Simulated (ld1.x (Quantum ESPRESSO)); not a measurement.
## An all-electron radial function and its pseudo partner (F)

Columns: radius, all-electron u(r) and pseudo u(r) of the 2p shell (level -11.12 eV) of fluorine in the configuration [He] 2s2 2p5; PBE, non-relativistic, PAW scheme, ld1.x (Quantum ESPRESSO) 7.5.

```csv
r (bohr),all-electron,pseudo
0.100,0.1383,0.0106
0.200,0.3733,0.0416
0.300,0.5833,0.0906
0.400,0.7378,0.1541
0.500,0.8373,0.2274
0.600,0.8898,0.3052
0.700,0.9060,0.3822
0.800,0.8965,0.4533
0.900,0.8697,0.5143
1.000,0.8319,0.5619
1.100,0.7876,0.5940
1.200,0.7402,0.6101
1.300,0.6917,0.6109
1.400,0.6436,0.5981
1.500,0.5969,0.5744
1.600,0.5522,0.5430
1.700,0.5099,0.5070
1.800,0.4700,0.4695
1.900,0.4327,0.4327
2.000,0.3980,0.3980
2.100,0.3658,0.3658
2.200,0.3360,0.3360
2.300,0.3085,0.3085
2.400,0.2831,0.2831
2.500,0.2598,0.2598
2.600,0.2383,0.2383
```

Question: How many radial nodes do the two functions have?

Answer: The all-electron 2p function has n − l − 1 = 0; the pseudo-wave has 0.

Question: At about which radius was the pseudo-wave matched?

Answer: 2.00 bohr, where the columns begin to agree (steps of 0.10 bohr).

Question: Is the pseudo-wave norm-conserving?

Answer: No, it belongs to a PAW set: the norm inside the radius is not constrained, and the difference is carried by the augmentation charge.
